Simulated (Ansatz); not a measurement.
Gas-phase electronic energies from Ansatz, PBE0-D4/def2-TZVP geometries. CCSD(T)/CBS is the MP2 limit (def2-TZVPP, def2-QZVPP) plus CCSD(T) − MP2 in def2-TZVPP, frozen cores. This one scheme is used for every species. DFT in def2-TZVPP. Elements past krypton have def2 core potentials. For W outer-core shells are correlated without core-valence functions, which leaves a few kJ/mol of doubt a bond. One conformer a species, not always the lowest.

Consider the ligand exchange at a W–O bond: `[O]=[W]([OH])([Cl])([Cl])[Cl]` + H–F → `[O]=[W]([F])([Cl])([Cl])[Cl]` + H₂O.

CCSD(T)/CBS gives -18.5 kJ/mol.

Problem. Another level gave -23.7 kJ/mol. Which?
A. revPBE/def2-TZVPP
B. PBE-QIDH/def2-TZVPP
C. BHLYP-D4/def2-TZVPP
D. MP2/def2-TZVPP

Solution. C. BHLYP-D4 -23.7, MP2/def2-TZVPP -13.5, PBE-QIDH -19.2, revPBE -31.5 kJ/mol.

Largest T1 diagnostic among the species: 0.021, so the coupled-cluster value is less sure than usual.

From r2SCAN to r2SCAN0 (25 % exact exchange), in def2-TZVPP and without D4, ΔE moves by +4.3 kJ/mol. The D4 term adds +4.5 kJ/mol with B3LYP and +2.4 kJ/mol with PBE0; it sums over pairs of atoms, weighted by their polarisabilities, and B3LYP, whose exchange is more repulsive, gets the larger term. At CCSD(T), def2-SVP lies −3.1 kJ/mol from the extrapolated value and def2-TZVPP +0.2 kJ/mol.

CCSD(T)/CBS has its own doubt, a few kJ/mol and more with outer-core shells, so smaller differences from it don't rank the levels.

B3LYP here is the variant with VWN-RPA as its local correlation; programs differ in this.
